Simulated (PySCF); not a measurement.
## How methods differ on the excitation energy of Fe²⁺

Fe²⁺ [Ar] 3d6 (5D) → Fe²⁺ [Ar] 3d5 4s1 (7S), as a difference of total energies. All numbers are calculated (PySCF 2.14, the spin-free X2C one-electron Hamiltonian (Gaussian nucleus), in ANO-RCC-VTZP (6s5p3d2f1g, 59 functions)). Correlated levels: valence: [Ar] frozen. The calculations carry no spin-orbit coupling.

```json
{"method": "UHF", "excitation energy (cm⁻¹)": "21546"}
{"method": "MP2 (valence)", "excitation energy (cm⁻¹)": "31659"}
{"method": "SCS-MP2 (valence)", "excitation energy (cm⁻¹)": "34707"}
{"method": "CCSD (valence)", "excitation energy (cm⁻¹)": "31099"}
{"method": "CCSD(T) (valence)", "excitation energy (cm⁻¹)": "31316"}
```

A first-order spin-orbit estimate (lowest level to lowest level, LS coupling) adds 0.060 eV.

The basis was made for the ground configuration and has no added diffuse functions, so the excitation energy can come out too high.
